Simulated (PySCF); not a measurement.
Computed IR spectrum (relative IR intensity) of a molecule C5H5F. Geometry: PBE-D3(BJ)/def2-SVP. One conformer was computed; it need not be the lowest. Calculation: PBE-D3(BJ)/def2-SVP in PySCF 2.14.0. No scaling factor is applied to the harmonic values.

Lines under 2 % of the strongest are left out, and lines within 2 cm⁻¹ are merged.

ν (cm⁻¹): 368 (w), 488 (w), 626 (m), 648 (w), 784 (w), 876 (w), 890 (w), 900 (m), 996 (w), 1015 (vs), 1137 (vs), 1170 (s), 1239 (w), 1264 (w), 1353 (s), 1429 (m), 1640 (w), 2006 (vs), 3032 (w), 3076 (w), 3092 (w), 3100 (w), 3181 (w) (against the strongest line: vs over 80 %, s over 45 %, m over 15 %, w over 4 %, vw less)

Question: Pick the molecule that these values belong to.
A. C=CC=C=CF
B. C=C(F)C#CC
C. C=C=C(F)C=C
D. FC1C=CC=C1

Answer: A, C=CC=C=CF
